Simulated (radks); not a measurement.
The numbers below are computed, except where a source is named.
Ionisation of N5+, [He], to N6+, 1s1, under several functionals. Non-relativistic Kohn-Sham, spin-polarised, spherical densities, point nucleus; open shells are filled with parallel spins first; a radial shooting solver on a logarithmic mesh with Libxc functionals.

functional                                      E(N5+) (hartree)  Exc (hartree)  IE (eV)  -e(HOMO) (eV)  <r> HOMO (bohr)  IE error (eV)
exchange-only PBE                                      -44.65911       -4.06370   549.79         510.12           0.2276           -2.3
exchange-only LDA                                      -44.15204       -3.53584   543.19         504.73           0.2287           -8.9
TASK exchange with Perdew-Wang LDA correlation         -44.92226       -4.33756   554.49         517.61           0.2267           +2.4
MS2 meta-GGA                                           -44.79032       -4.20217   551.95         514.40           0.2269           -0.1
AM05                                                   -44.44252       -3.83476   548.13         507.92           0.2281           -3.9
revPBE                                                 -44.76698       -4.17540   551.68         511.42           0.2273           -0.4

NIST Atomic Spectra Database: 552.07 eV (theoretical). Closest: MS2 meta-GGA. The Delta-SCF values span 11.30 eV, the total energies 0.77 hartree. The highest occupied level is 1s.
